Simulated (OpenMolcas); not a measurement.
## Nd4+: the spin-orbit constant, worked from levels

```json
{"Program": "OpenMolcas 26.06", "Basis": "ANO-RCC-VTZP [8s7p5d3f2g1h]", "Scalar Hamiltonian": "DKH2, point nucleus", "Active space": "2 electrons in 7 orbitals (4f)", "State averaging": "2S+1 = 3 even, 21 roots (18 in the spin-orbit step); 2S+1 = 1 even, 28 roots (14 in the spin-orbit step)", "Spin-orbit coupling": "RASSI with atomic mean-field integrals over the reference wave functions, term energies averaged over their components"}
```

Methods: CASSCF; SS-CASPT2, IPEA 0.25 Eh, imaginary shift 0.1 Eh (closed shells correlated: 5s 5p). Measured levels: the list in Carvajal Gallego et al., Mon. Not. R. Astron. Soc. 518, 332 (2023).

**The spin-orbit constant.** For the Hund term ³H of f2, E(J) = (A/2) J(J+1) + constant and ζ = 2S·A = 2A. From J = 4 to J = 6 the energy changes by 11 A.

```csv
Source,E(6) - E(4),A,ζ
CASSCF,6160.5,560.0,1120
SS-CASPT2,6185.4,562.3,1125
measured,5743.4,522.1,1044
```

All in cm-1. SS-CASPT2 is off by +7.7 % and CASSCF by +7.3 %. Both methods take the spin-orbit matrix elements from the reference wave functions, so the second can move ζ only through the term energies and any multistate remixing. Second-order mixing with other terms is absorbed into this ζ.

CASPT2 does not keep the components of a term degenerate, so their means are used; among the terms shown or strongly mixed into the levels shown the widest spread is 36 cm-1 (4f² ³H, SS-CASPT2). Some high roots are left out of the spin-orbit mixing, which shifts the levels that they would mix with. Without dynamic correlation excited terms often stand tens of per cent too high (terms of higher spin than the ground term too low), and those without a measured partner can miss by more than the paired ones (holds for CASSCF). Computed and measured levels are paired by configuration, term and J; levels that our copy of the source lacks, or whose pairing is in doubt (as where it misses far off the trend of its configuration), stay unpaired and out of the deviations. Levels of configurations outside the active space are missing.
